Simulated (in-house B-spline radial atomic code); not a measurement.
A run on neutral iodine that did not converge. Method: scalar-relativistic (X2C) LC-wPBE, spin-polarised, spherical fractional occupations, Fermi nucleus of rms radius 4.75 fm; computed with an all-electron radial atomic-structure program (B-spline basis).

Command:
```bash
python run_scf.py task.json out
```
Settings (nuclear radius in fm, mass in u):
```
Z                53
configuration    [Kr] 4d10 5s1.875 5p5 5d0.125
hamiltonian      x2c
method           lc_wpbe
spin_polarised   True
nucleus          fermi
rms_radius       4.75
atomic_mass      126.90447
speed_of_light   137.035999084
```

First and last ten iterations of the last attempt (damped for 15 steps, keeping 80 % of the old Fock matrix, then DIIS):
```
 iter        energy (Eh)    residual
    1       -7111.859978    4.70e-01
    2       -7113.146784    2.48e-01
    3       -7114.197979    1.59e-01
    4       -7114.680966    1.01e-01
    5       -7114.872820    6.37e-02
    6       -7114.954921    4.00e-02
    7       -7114.989955    2.49e-02
    8       -7115.004976    1.57e-02
    9       -7115.011505    1.17e-02
   10       -7115.014416    8.76e-03
  111       -7115.017274    1.88e-05
  112       -7115.017279    6.32e-06
  113       -7115.017280    3.10e-06
  114       -7115.017278    8.37e-06
  115       -7115.017280    3.40e-06
  116       -7115.017280    4.69e-06
  117       -7115.017280    1.65e-06
  118       -7115.017280    4.63e-06
  119       -7115.017280    2.69e-06
  120       -7115.017280    2.94e-06
 not converged after 120 iterations
```

The smallest residual met was 1.7e-06; the threshold is about 5e-07. Over the last five steps the energy moves by less than 1e-06 hartree, but the orbitals didn't meet the threshold. Run time, properties included: 43 s on 1 thread of Arm Neoverse V2, on a shared host.
